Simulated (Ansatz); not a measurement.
`C=C=[N][SbH2]` and `BCN=C=C` differ in one atom or group.

Ansatz, PBE0-D4/def2-TZVP geometries, multiplicity 1. Each molecule was computed in one conformer, which needn't be the lowest.

Elements past krypton have def2 core potentials.

```json
{"property": "HOMO–LUMO gap (ωB97M-V/def2-TZVPP) / eV", "`C=C=[N][SbH2]`": "8.84"}
{"property": "HOMO energy (ωB97M-V/def2-TZVPP) / eV", "`C=C=[N][SbH2]`": "-8.38"}
{"property": "LUMO energy (PBE/def2-TZVPP) / eV", "`C=C=[N][SbH2]`": "-2.03"}
{"property": "zero-point energy (PBE0-D4/def2-TZVP) / kJ/mol", "`C=C=[N][SbH2]`": "125.6"}
{"property": "HOMO–LUMO gap (PBE0/def2-TZVPP) / eV", "`C=C=[N][SbH2]`": "5.05"}
{"property": "HOMO–LUMO gap (B3LYP/def2-TZVPP) / eV", "`C=C=[N][SbH2]`": "4.62"}
```

(1) Give the same properties after the change, and the shifts. (Best estimate.)

## Answers

(1) Ansatz gave: 
| property | `BCN=C=C` | shift |
| --- | --- | --- |
| HOMO–LUMO gap (ωB97M-V/def2-TZVPP) / eV | 9.12 | 0.28 |
| HOMO energy (ωB97M-V/def2-TZVPP) / eV | -8.80 | -0.42 |
| LUMO energy (PBE/def2-TZVPP) / eV | -2.68 | -0.65 |
| zero-point energy (PBE0-D4/def2-TZVP) / kJ/mol | 216.3 | 90.7 |
| HOMO–LUMO gap (PBE0/def2-TZVPP) / eV | 4.99 | -0.06 |
| HOMO–LUMO gap (B3LYP/def2-TZVPP) / eV | 4.52 | -0.10 |

With PBE0 the HOMO falls by 0.29 eV and the LUMO falls by 0.36 eV, so the gap narrows by about 0.07 eV. PBE moves the HOMO by -0.19 eV and ωB97M-V by -0.42 eV. The zero-point energy changes by 90.7 kJ/mol with +9 modes.

B3LYP here is the variant with VWN-RPA as its local correlation; programs differ in this.

Spin–orbit coupling is left out; it splits and shifts lone-pair levels of the heavy atoms by tenths of an eV.
